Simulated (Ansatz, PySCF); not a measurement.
CH6ClGeN, SMILES [CH3][Ge@H]([NH2])[Cl]. Atoms are numbered in the order given.

```xyz
10

C     -1.4960    -1.3369    -0.1076
Ge     0.0104    -0.1672    -0.4272
N      1.5548    -1.1170    -0.2818
Cl    -0.1155     1.4260     1.0740
H     -1.5095    -2.1443    -0.8538
H     -1.4187    -1.7768     0.8970
H     -2.4346    -0.7691    -0.1675
H      0.0218     0.5434    -1.7871
H      1.6641    -1.6252     0.5921
H      2.4052    -0.5888    -0.4587
```

The structure is a stationary point at PBE0-D3(BJ)/def2-SVP. The structure was generated by enumeration; whether it is a known compound was not checked. The values are those of a single conformer.

Two levels are set side by side: PBE-D3(BJ)/def2-SVP (Ansatz, a quantum-chemistry and plane-wave program) and PBE0-D3(BJ)/def2-SVP (Ansatz). Each level has its own optimised geometry; the coordinates shown are those of the second. Frequencies come from the Hessian of PySCF at each geometry. Differences are taken from unrounded values.

```json
[
 {"quantity": "mean bond length (Å)", "PBE0-D3(BJ)": "1.423", "PBE-D3(BJ)": "1.436", "PBE-D3(BJ) minus PBE0-D3(BJ)": "0.013"},
 {"quantity": "bond C1–Ge2 (Å)", "PBE0-D3(BJ)": "1.934", "PBE-D3(BJ)": "1.950", "PBE-D3(BJ) minus PBE0-D3(BJ)": "0.016"},
 {"quantity": "bond Ge2–N3 (Å)", "PBE0-D3(BJ)": "1.819", "PBE-D3(BJ)": "1.841", "PBE-D3(BJ) minus PBE0-D3(BJ)": "0.022"},
 {"quantity": "bond Ge2–Cl4 (Å)", "PBE0-D3(BJ)": "2.193", "PBE-D3(BJ)": "2.213", "PBE-D3(BJ) minus PBE0-D3(BJ)": "0.021"},
 {"quantity": "bond C1–H5 (Å)", "PBE0-D3(BJ)": "1.100", "PBE-D3(BJ)": "1.107", "PBE-D3(BJ) minus PBE0-D3(BJ)": "0.008"},
 {"quantity": "bond C1–H6 (Å)", "PBE0-D3(BJ)": "1.099", "PBE-D3(BJ)": "1.107", "PBE-D3(BJ) minus PBE0-D3(BJ)": "0.008"},
 {"quantity": "bond C1–H7 (Å)", "PBE0-D3(BJ)": "1.099", "PBE-D3(BJ)": "1.106", "PBE-D3(BJ) minus PBE0-D3(BJ)": "0.008"},
 {"quantity": "bond Ge2–H8 (Å)", "PBE0-D3(BJ)": "1.534", "PBE-D3(BJ)": "1.548", "PBE-D3(BJ) minus PBE0-D3(BJ)": "0.014"},
 {"quantity": "bond N3–H9 (Å)", "PBE0-D3(BJ)": "1.017", "PBE-D3(BJ)": "1.027", "PBE-D3(BJ) minus PBE0-D3(BJ)": "0.010"},
 {"quantity": "bond N3–H10 (Å)", "PBE0-D3(BJ)": "1.017", "PBE-D3(BJ)": "1.027", "PBE-D3(BJ) minus PBE0-D3(BJ)": "0.010"},
 {"quantity": "highest harmonic wavenumber (cm⁻¹)", "PBE0-D3(BJ)": "3674", "PBE-D3(BJ)": "3535", "PBE-D3(BJ) minus PBE0-D3(BJ)": "-139"},
 {"quantity": "mean harmonic wavenumber (cm⁻¹)", "PBE0-D3(BJ)": "1321", "PBE-D3(BJ)": "1277", "PBE-D3(BJ) minus PBE0-D3(BJ)": "-44"},
 {"quantity": "zero-point energy (kcal/mol)", "PBE0-D3(BJ)": "45.33", "PBE-D3(BJ)": "43.83", "PBE-D3(BJ) minus PBE0-D3(BJ)": "-1.50"}
]
```

Exact exchange shortens and stiffens bonds; PBE has none. Differences between two approximate levels are no errors against the true value.
